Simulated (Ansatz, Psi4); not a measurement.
**A ladder of methods for SiH2Br2 (dibromosilane)**

SiH2Br2: 5 atoms, total charge 0, spin state singlet. SMILES: `Br[SiH2]Br`. The coordinates come from a PBE0-D4/def2-TZVP relaxation.

Each level gives the atomisation enthalpy at 298 K (kJ/mol). The values are calculated. The thermal term (zero-point and 298 K enthalpy, harmonic and unscaled) is that of PBE0-D4/def2-TZVP; the spin-orbit lowering of the free atoms at 298 K, 29.8 kJ/mol by their spectra, is taken off.

**The experiment to reproduce.** NIST-JANAF tables; in doubt: it may be an older value or an estimate gives the atomisation enthalpy at 298 K of the gas as 1300 kJ/mol.

```csv
level,kind,program,value (kJ/mol),computed − measured
HF/def2-SVP,Hartree–Fock,Ansatz,943,-357
revPBE/def2-SVP,GGA,Ansatz,1226,-74
r2SCAN/def2-SVP,meta-GGA,Psi4,1292,-8
PBE0/def2-SVP,global hybrid,Ansatz,1265,-35
wB97M-V/def2-SVP,range-separated hybrid,Ansatz,1290,-10
wB97X/def2-SVP,range-separated hybrid,Ansatz,1271,-29
BCCD(T)/def2-SVP,coupled cluster or CI,Ansatz,1187,-113
CCSD/def2-SVP,coupled cluster or CI,Ansatz,1172,-128
```

Nearest: r2SCAN/def2-SVP (-8 kJ/mol); farthest: HF/def2-SVP (-357 kJ/mol). Computed less measured by kind, in kJ/mol (def2-SVP rows): Hartree–Fock -357; GGA -74; meta-GGA -8; global hybrid -35; range-separated hybrid -29 to -10; coupled cluster or CI -128 to -113. Wave-function methods converge slowly with the basis and bind too weakly in sets of this size; that is part of their error here. The measured heats of formation of B, Si, Al and metal atoms are uncertain by some kJ/mol each. All-electron rows without a relativistic Hamiltonian named are non-relativistic. In the correlated wave-function rows the outer d shell of Br is correlated, in sets not made for it.
